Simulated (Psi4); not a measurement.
disilazane (H₇NSi₂), singlet, at a GFN2-xTB geometry, with bond 5-1 at 2.0 times its length; SVWN/6-31G run with Psi4.

Input for Psi4:
```
memory 2 GB

molecule {
0 1
  Si    1.49303295   -0.29467355    0.37775681
  N     0.07177708   -0.11245754   -0.59500001
  Si   -1.52266963    0.35803387   -0.10940318
  H     2.60085977   -0.44841929   -0.56612732
  H     1.73986435    2.12338361    1.99832621
  H     1.41022821   -1.47096761    1.25316965
  H     0.11743383   -0.57014488   -1.49085173
  H    -2.18929653   -0.69189990    0.67169837
  H    -2.25767966    0.60314487   -1.35098125
  H    -1.38552039    1.56409001    0.70310006
}

set basis 6-31g
set dft_radial_scheme becke

energy('svwn')
print_variables()
```

What the program printed (banner, timings and long lists left out):

```
   => Loading Basis Set <=

    Name: 6-31G
    Role: ORBITAL
    Keyword: BASIS

         ---------------------------------------------------------
                                   SCF
               by Justin Turney, Rob Parrish, Andy Simmonett
                          and Daniel G. A. Smith
                              RKS Reference
         ---------------------------------------------------------

  ==> Geometry <==

    Molecular point group: c1
    Full point group: C1

    Geometry (in Angstrom), charge = 0, multiplicity = 1:

       Center              X                  Y                   Z               Mass
    ------------   -----------------  -----------------  -----------------  -----------------
         SI           1.490278473021    -0.311758511845     0.372514124800    27.976926534650
         N            0.069022603021    -0.129542501845    -0.600242695200    14.003074004430
         SI          -1.525424106979     0.340948908155    -0.114645865200    27.976926534650
         H            2.598105293021    -0.465504251845    -0.571370005200     1.007825032230
         H            1.737109873021     2.106298648155     1.993083524800     1.007825032230
         H            1.407473733021    -1.488052571845     1.247926964800     1.007825032230
         H            0.114679353021    -0.587229841845    -1.496094415200     1.007825032230
         H           -2.192051006979    -0.708984861845     0.666455684800     1.007825032230
         H           -2.260434136979     0.586059908155    -1.356223935200     1.007825032230
         H           -1.388274866979     1.547005048155     0.697857374800     1.007825032230

  Running in c1 symmetry.

  Rotational constants: A =      0.62611  B =      0.09979  C =      0.09350 [cm^-1]
  Rotational constants: A =  18770.25324  B =   2991.64526  C =   2803.05976 [MHz]
  Nuclear repulsion =  153.645135868573362

  Charge       = 0
  Multiplicity = 1
  Electrons    = 42
  Nalpha       = 21
  Nbeta        = 21

  ==> Algorithm <==

  SCF Algorithm Type is DF.
  DIIS enabled.
  MOM disabled.
  Fractional occupation disabled.
  Guess Type is SAD.
  Energy threshold   = 1.00e-06
  Density threshold  = 1.00e-06
  Integral threshold = 1.00e-12

  ==> Primary Basis <==

  Basis Set: 6-31G
    Blend: 6-31G
    Number of shells: 33
    Number of basis functions: 49
    Number of Cartesian functions: 49
    Spherical Harmonics?: false
    Max angular momentum: 1

  ==> DFT Potential <==

   => LibXC <=

    Version 7.1.2
    S. Lehtola, C. Steigemann, M. J. T. Oliveira, and M. A. L. Marques,  SoftwareX 7, 1–5 (2018) (10.1016/j.softx.2017.11.002)

   => Composite Functional: SVWN <=

    Slater exchange
    Vosko, Wilk & Nusair (VWN5_RPA)
    P. A. M. Dirac,  Math. Proc. Cambridge Philos. Soc. 26, 376 (1930) (10.1017/S0305004100016108)
    F. Bloch,  Z. Phys. 57, 545 (1929) (10.1007/BF01340281)
    S. H. Vosko, L. Wilk, and M. Nusair,  Can. J. Phys. 58, 1200 (1980) (10.1139/p80-159)

    Deriv               =              1
    GGA                 =          FALSE
    Meta                =          FALSE

    Exchange Hybrid     =          FALSE
    MP2 Hybrid          =          FALSE

   => Exchange Functionals <=

    1.0000         XC_LDA_X

   => Correlation Functionals <=

    1.0000   XC_LDA_C_VWN_RPA

   => LibXC Density Thresholds  <==

    XC_LDA_C_VWN_RPA:  1.00E-15
    XC_LDA_X:  1.00E-15

   => Molecular Quadrature <=

    Radial Scheme          =          BECKE
    Pruning Scheme         =           NONE
    Nuclear Scheme         =       TREUTLER

    Blocking Scheme        =         OCTREE
    BS radius alpha        =              1
    Pruning alpha          =              1
    Radial Points          =             75
    Spherical Points       =            302
    Total Points           =         193312
    Total Blocks           =           1475
    Max Points             =            256
    Max Functions          =             48
[...]

   => Auxiliary Basis Set <=

  Basis Set: (6-31G AUX)
    Blend: CC-PVDZ-JKFIT
    Number of shells: 159
    Number of basis functions: 516
    Number of Cartesian functions: 516
    Spherical Harmonics?: false
    Max angular momentum: 3

  Minimum eigenvalue in the overlap matrix is 1.6625199136E-02.
  Reciprocal condition number of the overlap matrix is 3.5963016660E-03.
    Using symmetric orthogonalization.

  ==> Pre-Iterations <==

  SCF Guess: Superposition of Atomic Densities via on-the-fly atomic UHF (no occupation information).

   -------------------------
    Irrep   Nso     Nmo
   -------------------------
     A         49      49
   -------------------------
    Total      49      49
   -------------------------

  ==> Iterations <==

                           Total Energy        Delta E     RMS |[F,P]|

   @DF-RKS iter SAD:  -635.37810695729172   -6.35378e+02   0.00000e+00
   @DF-RKS iter   1:  -635.14972535069842    2.28382e-01   1.99685e-02 ADIIS/DIIS
   @DF-RKS iter   2:  -632.24311969219434    2.90661e+00   4.02093e-02 ADIIS/DIIS
   @DF-RKS iter   3:  -635.53194810781440   -3.28883e+00   6.48378e-03 ADIIS/DIIS
   @DF-RKS iter   4:  -635.36379212726911    1.68156e-01   7.07086e-03 ADIIS/DIIS
   @DF-RKS iter   5:  -635.69853654876681   -3.34744e-01   1.59665e-03 ADIIS/DIIS
   @DF-RKS iter   6:  -635.70348878371522   -4.95223e-03   8.23421e-04 ADIIS/DIIS
   @DF-RKS iter   7:  -635.70508017467102   -1.59139e-03   4.70385e-04 ADIIS/DIIS
   @DF-RKS iter   8:  -635.70563003313055   -5.49858e-04   2.30314e-04 ADIIS/DIIS
   @DF-RKS iter   9:  -635.70580368645028   -1.73653e-04   3.41185e-05 DIIS
   @DF-RKS iter  10:  -635.70579690117358    6.78528e-06   4.96020e-05 DIIS
   @DF-RKS iter  11:  -635.70580554412402   -8.64295e-06   1.38319e-05 DIIS
   @DF-RKS iter  12:  -635.70580621183012   -6.67706e-07   1.36340e-06 DIIS
   @DF-RKS iter  13:  -635.70580621456986   -2.73974e-09   9.71000e-07 DIIS
  Energy and wave function converged.

  ==> Post-Iterations <==

   Electrons on quadrature grid:
      Ntotal   =   42.0000121597 ; deviation = 1.216e-05

    Orbital Energies [Eh]
    ---------------------

    Doubly Occupied:

[...]
    Virtual:

[...]
      49A      1.171605

    Final Occupation by Irrep:
              A
    DOCC [    21 ]
    NA   [    21 ]
    NB   [    21 ]

  @DF-RKS Final Energy:  -635.70580621456986

   => Energetics <=

    Nuclear Repulsion Energy =            153.6451358685733624
    One-Electron Energy =               -1185.7716215979451135
    Two-Electron Energy =                 445.6057766866072143
    DFT Exchange-Correlation Energy =     -49.1850971718052818
    Empirical Dispersion Energy =           0.0000000000000000
    VV10 Nonlocal Energy =                  0.0000000000000000
    Total Energy =                       -635.7058062145698614

Computation Completed

Properties will be evaluated at   0.000000,   0.000000,   0.000000 [a0]

Properties computed using the SCF density matrix

 Multipole Moments:

 ------------------------------------------------------------------------------------
     Multipole            Electronic (a.u.)      Nuclear  (a.u.)        Total (a.u.)
 ------------------------------------------------------------------------------------

 L = 1.  Multiply by 2.5417464519 to convert [e a0] to [Debye]
 Dipole X            :         -0.3488995            0.0146030           -0.3342965
 Dipole Y            :         -1.7065332            0.9287250           -0.7778082
 Dipole Z            :         -1.8095283            1.1151122           -0.6944161
 Magnitude           :                                                    1.0949673

 ------------------------------------------------------------------------------------

  Variable Map:
  ----------------------------------------------------------------------------
[...]
  Array Variable Map:
  ----------------------------------------------------------------------------
[...]
[...]
```
